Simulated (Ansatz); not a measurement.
Consider the cleavage of the Ge–Si bond: `Cl[SiH2][SiH2][GeH3]` + `NCS` → `SC[NH][GeH3]` + `[SiH3][SiH2]Cl`.

Computed with Ansatz on PBE0-D4/def2-TZVP structures; ΔE is electronic, products minus reactants. CCSD(T)/CBS is the MP2 limit (def2-TZVPP, def2-QZVPP) plus CCSD(T) − MP2 in def2-TZVPP, frozen cores. DFT in def2-TZVPP. B3LYP here is the variant with VWN-RPA as its local correlation; programs differ in this. For Ge outer-core shells are correlated without core-valence functions, which leaves a few kJ/mol of doubt a bond. Scalar relativity is left out up to krypton. One conformer a species, not always the lowest.

```csv
level,ΔE (kJ/mol),difference from CCSD(T)/CBS
B3LYP-D4,12.5,-1.1
ωB97M-V,13.7,0.1
B2PLYP,9.5,-4.1
PBE0,23.3,9.7
MP2/def2-TZVPP,6.5,-7.1
SCS-MP2/def2-TZVPP,3.0,-10.6
CCSD/def2-TZVPP,10.4,-3.2
CCSD(T)/def2-TZVPP,10.1,-3.5
MP2/def2-QZVPP,8.3,-5.3
MP2/CBS(def2),10.0,-3.6
CCSD(T)/CBS,13.6,0
```

Largest T1 diagnostic among the species: 0.012.

In def2-TZVPP, CCSD(T) changes the Hartree–Fock value by +7.4 kJ/mol (the triples alone add −0.2 kJ/mol) and MP2 by +3.8 kJ/mol.
